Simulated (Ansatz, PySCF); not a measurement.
Species: H$_{4}$BSiO$_{2}$, net charge 0, doublet state. SMILES: OB(O)[SiH2]
Structure (B3LYP-D3(BJ)/def2-TZVP (Ansatz, a first-principles code) minimum search):
```
B
O 1 1.3613
H 2 0.9666 1 112.77
O 1 1.3713 2 118.21 3 -0.59
H 4 0.9609 1 115.14 2 179.01
Si 1 2.0101 2 118.17 3 -177.74
H 6 1.4805 1 118.06 2 -28.12
H 6 1.4861 7 110.77 1 136.28
```
Charge 0, spin multiplicity 2.

Unscaled harmonic wavenumbers (cm⁻¹) in rising order, each level at the stationary point that it reaches from this structure (no distance between atoms moves by over 0.3 Å); the order of modes can differ between levels, and a negative number is imaginary. B3LYP-D3(BJ)/def2-TZVP (PySCF, at the structure above): 152, 203, 351, 376, 489, 495, 570, 580, 618, 934, 989, 1007, 1269, 1383, 2197, 2234, 3770, 3853.

HF/6-31G* (Ansatz): 140, 218, 380, 423, 535, 596, 611, 624, 681, 1009, 1071, 1110, 1378, 1483, 2337, 2377, 4075, 4150. Zero-point energy 33.2 against 30.7 kcal/mol; where all levels lie over 400 cm⁻¹, the wavenumbers are on average 1.090 times those of B3LYP-D3(BJ)/def2-TZVP.

B3LYP/6-31G* (Ansatz): 145, 205, 352, 376, 490, 498, 569, 576, 629, 934, 1002, 1030, 1288, 1413, 2208, 2249, 3714, 3808. Zero-point energy 30.7 against 30.7 kcal/mol; where all levels lie over 400 cm⁻¹, the wavenumbers are on average 1.005 times those of B3LYP-D3(BJ)/def2-TZVP.
